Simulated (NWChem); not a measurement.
# Total energies of BeCl$_{2}$

SMILES: [Cl][Be][Cl]
```xyz
3

Be     0.0000     0.0000     0.0000
Cl     0.0000     0.0000     1.8144
Cl     0.0000     0.0000    -1.8144
```
Charge 0, spin multiplicity 1.

The numbers come from NWChem runs, not from measurements. The geometry was optimised at PBE/def2-SVP, a minimum by its harmonic frequencies.

Basis set: def2-SVP (45 functions).

```csv
method,total energy (Ha)
RHF,-933.48060
MP2,-933.76794
B2PLYP,-934.66545
PBE,-934.56793
B3LYP,-935.01674
BHandHLYP,-934.98180
CCSD(T),-933.79864
```

Total energies of different functionals aren't comparable as a measure of quality: only differences taken within one method are. 

The correlated methods keep 11 core orbitals frozen. B3LYP has NWChem's definition, with VWN1-RPA local correlation. The structure started from a generated list of species. Coupled-cluster values serve here as a point of comparison, not as the truth.
